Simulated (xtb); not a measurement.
xtb input (GFN2-xTB):

```bash
xtb mol.xyz --gfn 2 --sp --chrg 0 --uhf 0
```
mol.xyz:
```
14

Si    -0.02555787     0.00397546     0.00616477
C      1.72851112    -0.45237176    -0.46380781
N     -0.37420800    -0.91840172     1.42258296
N     -0.95058033    -0.18760872    -1.43820569
N     -0.36962410     1.61651903     0.48741171
H      2.07189938     0.14621797    -1.30941892
H      2.41052992    -0.28313788     0.37135299
H      1.81039452    -1.50528691    -0.74927396
H     -1.26715312    -0.83066235     1.88247782
H     -0.00020367    -1.84748930     1.53247333
H     -1.93738094     0.01913174    -1.44415677
H     -0.73055460    -0.92146402    -2.09257862
H     -0.09483626     1.95084051     1.39628801
H     -0.41506479     2.35686410    -0.19314661
```

Output:

```
           -------------------------------------------------
          |                Calculation Setup                |
           -------------------------------------------------

           -------------------------------------------------
          |                 G F N 2 - x T B                 |
           -------------------------------------------------

        Reference                      10.1021/acs.jctc.8b01176
      * Hamiltonian:
        H0-scaling (s, p, d)           1.850000    2.230000    2.230000
        zeta-weighting                 0.500000
      * Dispersion:
        s8                             2.700000
        a1                             0.520000
        a2                             5.000000
        s9                             5.000000
      * Repulsion:
        kExp                           1.500000    1.000000
        rExp                           1.000000
      * Coulomb:
        alpha                          2.000000
        third order                    shell-resolved
        anisotropic                    true
        a3                             3.000000
        a5                             4.000000
        cn-shift                       1.200000
        cn-exp                         4.000000
        max-rad                        5.000000

          ...................................................
          :                      SETUP                      :
          :.................................................:
          :  # basis functions                  35          :
          :  # atomic orbitals                  34          :
          :  # shells                           20          :
          :  # electrons                        32          :
          :  max. iterations                   250          :
          :  Hamiltonian                  GFN2-xTB          :
          :  restarted?                      false          :
          :  GBSA solvation                  false          :
          :  PC potential                    false          :
          :  electronic temp.          300.0000000     K    :
          :  accuracy                    1.0000000          :
          :  -> integral cutoff          0.2500000E+02      :
          :  -> integral neglect         0.1000000E-07      :
          :  -> SCF convergence          0.1000000E-05 Eh   :
          :  -> wf. convergence          0.1000000E-03 e    :
          :  Broyden damping             0.4000000          :
          :  net charge                          0          :
          :  unpaired electrons                  0          :
          ...................................................

 iter      E             dE          RMSdq      gap      omega  full diag
   1    -17.4604737 -0.174605E+02  0.443E+00    7.07       0.0  T
   2    -17.4796748 -0.192012E-01  0.218E+00    7.32       1.0  T
   3    -17.4816016 -0.192680E-02  0.797E-01    7.27       1.0  T
   4    -17.4818194 -0.217730E-03  0.242E-01    7.37       1.0  T
   5    -17.4818020  0.173395E-04  0.146E-01    7.29       1.0  T
   6    -17.4819485 -0.146435E-03  0.590E-02    7.34       1.0  T
   7    -17.4819526 -0.419481E-05  0.266E-02    7.33       1.0  T
   8    -17.4819528 -0.132772E-06  0.958E-03    7.34       2.8  T
   9    -17.4819533 -0.568756E-06  0.495E-03    7.33       5.4  T
  10    -17.4819536 -0.237151E-06  0.769E-04    7.34      34.7  T
  11    -17.4819536 -0.491049E-08  0.349E-04    7.34      76.5  T

   *** convergence criteria satisfied after 11 iterations ***

         #    Occupation            Energy/Eh            Energy/eV
      -------------------------------------------------------------
         1        2.0000           -0.7171296             -19.5141
       ...           ...                  ...                  ...
        10        2.0000           -0.4464862             -12.1495
        11        2.0000           -0.4368220             -11.8865
        12        2.0000           -0.4304829             -11.7140
        13        2.0000           -0.3952746             -10.7560
        14        2.0000           -0.3787845             -10.3073
        15        2.0000           -0.3570032              -9.7146
        16        2.0000           -0.3540519              -9.6342 (HOMO)
        17                         -0.0844481              -2.2979 (LUMO)
        18                         -0.0723056              -1.9675
        19                         -0.0651582              -1.7730
        20                          0.0151752               0.4129
        21                          0.0695297               1.8920
       ...                                ...                  ...
        34                          0.7321943              19.9240
      -------------------------------------------------------------
                  HL-Gap            0.2696038 Eh            7.3363 eV
             Fermi-level           -0.2192500 Eh           -5.9661 eV

 SCC (total)                   0 d,  0 h,  0 min,  0.007 sec
 SCC setup                      ...        0 min,  0.000 sec (  1.635%)
 Dispersion                     ...        0 min,  0.000 sec (  0.794%)
 classical contributions        ...        0 min,  0.000 sec (  0.339%)
 integral evaluation            ...        0 min,  0.001 sec ( 15.190%)
 iterations                     ...        0 min,  0.004 sec ( 49.449%)
 molecular gradient             ...        0 min,  0.002 sec ( 30.751%)
 printout                       ...        0 min,  0.000 sec (  1.690%)

         :::::::::::::::::::::::::::::::::::::::::::::::::::::
         ::                     SUMMARY                     ::
         :::::::::::::::::::::::::::::::::::::::::::::::::::::
         :: total energy             -17.253913565951 Eh    ::
         :: gradient norm              0.021641585259 Eh/a0 ::
         :: HOMO-LUMO gap              7.336292071370 eV    ::
         ::.................................................::
         :: SCC energy               -17.481924777567 Eh    ::
         :: -> isotropic ES            0.054777955008 Eh    ::
         :: -> anisotropic ES          0.009970301964 Eh    ::
         :: -> anisotropic XC          0.007827297314 Eh    ::
         :: -> dispersion             -0.008172061149 Eh    ::
         :: repulsion energy           0.228011211617 Eh    ::
         :: add. restraining           0.000000000000 Eh    ::
         :: total charge               0.000000000000 e     ::
         :::::::::::::::::::::::::::::::::::::::::::::::::::::

           -------------------------------------------------
          |                Property Printout                |
           -------------------------------------------------

    * Orbital Energies and Occupations

         #    Occupation            Energy/Eh            Energy/eV
      -------------------------------------------------------------
         1        2.0000           -0.7171296             -19.5141
       ...           ...                  ...                  ...
         4        2.0000           -0.5546314             -15.0923
         5        2.0000           -0.5310187             -14.4498
         6        2.0000           -0.4950441             -13.4708
         7        2.0000           -0.4947532             -13.4629
         8        2.0000           -0.4884452             -13.2913
         9        2.0000           -0.4519022             -12.2969
        10        2.0000           -0.4464862             -12.1495
        11        2.0000           -0.4368220             -11.8865
        12        2.0000           -0.4304829             -11.7140
        13        2.0000           -0.3952746             -10.7560
        14        2.0000           -0.3787845             -10.3073
        15        2.0000           -0.3570032              -9.7146
        16        2.0000           -0.3540519              -9.6342 (HOMO)
        17                         -0.0844481              -2.2979 (LUMO)
        18                         -0.0723056              -1.9675
        19                         -0.0651582              -1.7730
        20                          0.0151752               0.4129
        21                          0.0695297               1.8920
        22                          0.0726941               1.9781
        23                          0.1401049               3.8124
        24                          0.1435129               3.9052
        25                          0.2036096               5.5405
        26                          0.2331869               6.3453
        27                          0.2389943               6.5034
       ...                                ...                  ...
        34                          0.7321943              19.9240
      -------------------------------------------------------------
                  HL-Gap            0.2696038 Eh            7.3363 eV
             Fermi-level           -0.2192500 Eh           -5.9661 eV

     #   Z          covCN         q      C6AA      α(0)
     1  14 Si       3.341     0.526   112.881    21.268
     2   6 C        3.651    -0.199    24.784     7.150
     3   7 N        2.541    -0.415    30.823     8.245
     4   7 N        2.541    -0.415    30.823     8.245
     5   7 N        2.541    -0.410    30.676     8.225
     6   1 H        0.924     0.015     2.810     2.621
     7   1 H        0.924     0.015     2.810     2.621
     8   1 H        0.924     0.010     2.888     2.658
     9   1 H        0.861     0.143     1.450     1.887
    10   1 H        0.861     0.144     1.440     1.880
    11   1 H        0.861     0.143     1.450     1.887
    12   1 H        0.861     0.144     1.440     1.880
    13   1 H        0.861     0.149     1.410     1.860
    14   1 H        0.861     0.149     1.410     1.860

 Mol. C6AA /au·bohr⁶  :       1944.935911
 Mol. C8AA /au·bohr⁸  :      55113.508492
 Mol. α(0) /au        :         72.286594

Wiberg/Mayer (AO) data.
largest (>0.10) Wiberg bond orders for each atom

 ---------------------------------------------------------------------------
     #   Z sym  total        # sym  WBO       # sym  WBO       # sym  WBO
 ---------------------------------------------------------------------------
     1  14 Si   4.108 --     5 N    1.103     3 N    1.077     4 N    1.077
                             2 C    0.841
     2   6 C    3.976 --     7 H    1.000     6 H    1.000     8 H    0.998
                             1 Si   0.841
     3   7 N    3.169 --     1 Si   1.077    10 H    0.972     9 H    0.972
     4   7 N    3.169 --     1 Si   1.077    12 H    0.972    11 H    0.972
     5   7 N    3.183 --     1 Si   1.103    13 H    0.972    14 H    0.972
     6   1 H    1.000 --     2 C    1.000
     7   1 H    1.000 --     2 C    1.000
     8   1 H    1.000 --     2 C    0.998
     9   1 H    0.980 --     3 N    0.972
    10   1 H    0.979 --     3 N    0.972
    11   1 H    0.980 --     4 N    0.972
    12   1 H    0.979 --     4 N    0.972
    13   1 H    0.978 --     5 N    0.972
    14   1 H    0.978 --     5 N    0.972
 ---------------------------------------------------------------------------

Topologies differ in total number of bonds
Writing topology from bond orders to xtbtopo.mol

molecular dipole:
                 x           y           z       tot (Debye)
 q only:       -0.395      -0.007       0.078
   full:       -0.278      -0.252      -0.008       0.954
molecular quadrupole (traceless):
                xx          xy          yy          xz          yz          zz
 q only:       -1.742       1.176       1.911       0.629       0.280      -0.168
  q+dip:       -1.933       1.811       2.960       0.637       0.664      -1.026
   full:       -1.461       1.724       3.026       0.391       0.862      -1.565

           -------------------------------------------------
Note: The following floating-point exceptions are signalling: IEEE_UNDERFLOW_FLAG IEEE_DENORMAL
normal termination of xtb
          | TOTAL ENERGY              -17.253913565951 Eh   |
          | GRADIENT NORM               0.021641585259 Eh/α |
          | HOMO-LUMO GAP               7.336292071370 eV   |
           -------------------------------------------------

------------------------------------------------------------------------
------------------------------------------------------------------------
 total:
 SCF:
```
